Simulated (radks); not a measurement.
Values are calculated unless marked as measured or tabulated.
Question: Species: Xe V. Configuration: [Kr] 4d10 5s2 5p2. Code: a radial shooting solver on a logarithmic mesh with Libxc functionals. Model: Dirac Kohn-Sham, PBE, spin-unpolarised, spherical densities, finite nucleus; open shells fill j = l - 1/2 first; Fermi nuclear charge, rms radius 4.7859 fm. Some entries of the table are withheld. Estimate them.

| orbital | occ. | eigenvalue (Ry) | r(max) (bohr) | <1/r> (bohr^-1) |
|---|---|---|---|---|
| 1s1/2 | 2 | -2527.757 | 0.01715 | 58.11 |
| 2s1/2 | 2 | -396.1901 | 0.09710 | 13.59 |
| 2p1/2 | 2 | -372.4469 | 0.07438 | 13.57 |
| 2p3/2 | 4 | -348.5858 | 0.07927 | 12.47 |
| 3s1/2 | 2 | -83.78376 | 0.2791 | 4.859 |
| 3p1/2 | 2 | -73.91248 | (1) | 4.770 |
| 3p3/2 | 4 | -69.37961 | (2) | 4.499 |
| 3d3/2 | 4 | -52.00847 | 0.2241 | 4.356 |
| 3d5/2 | 6 | -51.05043 | 0.2272 | 4.286 |
| 4s1/2 | 2 | -17.91181 | 0.6612 | 1.969 |
| 4p1/2 | 2 | -14.41395 | 0.6769 | 1.861 |
| 4p3/2 | 4 | -13.50759 | 0.7010 | 1.773 |
| 4d3/2 | 4 | (3) | 0.7426 | 1.535 |
| 4d5/2 | 6 | (4) | 0.7508 | 1.514 |
| 5s1/2 | 2 | -4.51607 | 1.565 | 0.7700 |
| 5p1/2 | 2 | (5) | 1.719 | 0.6866 |
| 5p3/2 | 0 | (6) | 1.779 | 0.6614 |

Answer: 
(1) 3p1/2 r(max) (bohr): 0.2656
(2) 3p3/2 r(max) (bohr): 0.2764
(3) 4d3/2 eigenvalue (Ry): -7.84075
(4) 4d5/2 eigenvalue (Ry): -7.69315
(5) 5p1/2 eigenvalue (Ry): -3.59053
(6) 5p3/2 eigenvalue (Ry): -3.45332
